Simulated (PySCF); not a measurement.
## How methods differ on the excitation energy of As(2+)

As(2+) [Ar] 3d10 4s2 4p1 (2P) → As(2+) [Ar] 3d10 4s1 4p1 4d1 (high-spin determinant), as a difference of total energies. All numbers are calculated (PySCF 2.14, no relativity, point nucleus, in dyall-av2z (16s12p8d, 92 functions)). Correlated levels: valence: [Ar] 3d10 frozen; virtual orbitals above 40 to 60 times the deepest correlated orbital energy dropped. The calculations carry no spin-orbit coupling.

| method | excitation energy (cm⁻¹) |
| --- | --- |
| UHF | 164950 |
| LDA | 175510 |
| PBE | 172330 |
| PBE0 | 172020 |
| r2SCAN | 171020 |
| HSE06 | 172460 |
| M06-2X | 174380 |
| revPBE | 170640 |
| r2SCAN0 | 171440 |
| MP2 (valence) | 171590 |
| SCS-MP2 (valence) | 173620 |

A first-order spin-orbit estimate (lowest level to lowest level, LS coupling) adds 0.037 eV.

The promoted electron is Rydberg-like, and one or two diffuse shells describe it only roughly, which tends to raise the upper state.

The determinant of the upper state mixes LS terms, which raises its energy above the lowest term, most at the Hartree-Fock and MP2 levels.
